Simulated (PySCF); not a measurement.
NMR data simulated for an unnamed compound:

¹H NMR (600 MHz, computed): δ 5.44 (q, 1H), 4.11 (d, 3H), 3.92 (t, 3H), 2.05 (t, 2H), 1.99 (q, 2H), 1.53 (m, 2H), 1.11 (t, 3H).

¹³C{¹H} NMR (computed): δ 173.6 (C), 113.8 (CH), 43.4 (CH2), 27.8 (CH2), 26.7 (CH2), 17.4 (CH3).

PySCF 2.14.0 with density-fitted response routines calculation with structure optimised with GFN2-xTB and GIAO PBE0/pcSseg-1 shieldings; non-relativistic, fast rotation and ring inversion assumed for equivalent nuclei, gas phase, one computed conformer.

Shifts are taken against calculated references (same method and geometry level): TMS for ¹H, ¹³C.

Q: Which of these does the molecule contain: a CH3CH2 unit, a C≡C triple bond, a nitrile, a Si–H bond, a Si–CH3 group, a non-aromatic C=C double bond?

A: 
- A CH3CH2 unit: yes (δC 17.4, 27.8; δH 1.11 (t), 1.53 (m)).
- A C≡C triple bond: no.
- A nitrile: no.
- A Si–H bond: yes (δH 4.11 (d)).
- A Si–CH3 group: no.
- A non-aromatic C=C double bond: yes.

The data belong to `InChI=1S/C6H16Si2/c1-2-3-6(4-7)5-8/h4H,2-3,5H2,1,7-8H3/b6-4+`; they needn't prove each group on their own.

Carbon signals by region: 1 in the far downfield region (above 160 ppm), 1 in the sp2 and nitrile region (100–160 ppm), 4 below 50 ppm. Above 160 ppm: 173.6, fully substituted alkene carbon.

Shifts are as computed. Against solution values, carbons near 30 ppm lie about +3 ppm off and those near 130 ppm about +5 ppm. Of 1211 compounds with measured shifts, 218 miss one by over three times the rms of a fit or turn the order of signals round; such compounds aren't used in these exercises. Multiplicities follow the n + 1 count of equivalent neighbours, as no J values were calculated; m marks all less simple cases, F and P coupling included.
